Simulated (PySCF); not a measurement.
Isomers of C6H11NO2Si, mass 157.056 u with the commonest isotopes. Method: PBE0/pcSseg-1 in PySCF (dipole) on a GFN2-xTB geometry, gas phase. One conformer each, none proved a minimum here; rigid rotors.

Problem. Order these by rotational constant A, largest first.
A. `[NH2:1][C:2](=[O:3])/[CH:4]=[CH:5]/[C:6](=[O:7])[CH2:8][CH2:9][SiH3:10]` with H–N1–C2–O3 0° and 180°, N1–C2–C4–C5 179°, C4–C5–C6–O7 7°, C5–C6–C8–C9 163°, C6–C8–C9–Si10 45°
B. `[N:1]#[C:2][CH2:3][C@@H:4]1[O:5][CH2:6][CH2:7][SiH2:8][CH2:9][O:10]1` with C2–C3–C4–O5 -70°, C3–C4–O5–C6 119°, C4–O5–C6–C7 76°, O5–C6–C7–Si8 19°, C6–C7–Si8–C9 -73°
C. `[CH3:1]/[CH:2]=[C:3](/[C:4]#[N:5])[O:6][SiH2:7][CH2:8][O:9][CH3:10]` with C2–C3–O6–Si7 -179°, C3–O6–Si7–C8 180°, O6–Si7–C8–O9 -178°, Si7–C8–O9–C10 180°

Solution. A (3573 MHz), B (2181 MHz), C (2005 MHz).

Problem. Order these by rotational constant B, smallest first.
A. `[N:1]#[C:2][CH2:3][C@@H:4]1[O:5][CH2:6][CH2:7][SiH2:8][CH2:9][O:10]1` with C2–C3–C4–O5 -70°, C3–C4–O5–C6 119°, C4–O5–C6–C7 76°, O5–C6–C7–Si8 19°, C6–C7–Si8–C9 -73°
B. `[NH2:1][C:2](=[O:3])/[CH:4]=[CH:5]/[C:6](=[O:7])[CH2:8][CH2:9][SiH3:10]` with H–N1–C2–O3 0° and 180°, N1–C2–C4–C5 179°, C4–C5–C6–O7 7°, C5–C6–C8–C9 163°, C6–C8–C9–Si10 45°
C. `[CH3:1]/[CH:2]=[C:3](/[C:4]#[N:5])[O:6][SiH2:7][CH2:8][O:9][CH3:10]` with C2–C3–O6–Si7 -179°, C3–O6–Si7–C8 180°, O6–Si7–C8–O9 -178°, Si7–C8–O9–C10 180°

Solution. B (406.5 MHz), C (506.4 MHz), A (785.8 MHz).

Problem. Order these by dipole moment, largest first.
A. `[N:1]#[C:2][CH2:3][C@@H:4]1[O:5][CH2:6][CH2:7][SiH2:8][CH2:9][O:10]1` with C2–C3–C4–O5 -70°, C3–C4–O5–C6 119°, C4–O5–C6–C7 76°, O5–C6–C7–Si8 19°, C6–C7–Si8–C9 -73°
B. `[CH3:1]/[CH:2]=[C:3](/[C:4]#[N:5])[O:6][SiH2:7][CH2:8][O:9][CH3:10]` with C2–C3–O6–Si7 -179°, C3–O6–Si7–C8 180°, O6–Si7–C8–O9 -178°, Si7–C8–O9–C10 180°
C. `[NH2:1][C:2](=[O:3])/[CH:4]=[CH:5]/[C:6](=[O:7])[CH2:8][CH2:9][SiH3:10]` with H–N1–C2–O3 0° and 180°, N1–C2–C4–C5 179°, C4–C5–C6–O7 7°, C5–C6–C8–C9 163°, C6–C8–C9–Si10 45°

Solution. B (4.80 D), A (3.15 D), C (2.48 D).

```tsv
SMILES	point group	Ia (u·Å²)	Ib (u·Å²)	Ic (u·Å²)	κ	μa (D)	μb (D)	μc (D)
C/C=C(/C#N)O[SiH2]COC	near Cs	252.09	998.06	1234.78	-0.88	1.43	4.58	0.05
N#CC[C@@H]1OCC[SiH2]CO1	C1	231.70	643.15	811.29	-0.79	2.91	0.89	0.81
NC(=O)/C=C/C(=O)CC[SiH3]	C1	141.46	1243.30	1359.44	-0.98	2.18	0.95	0.71
```
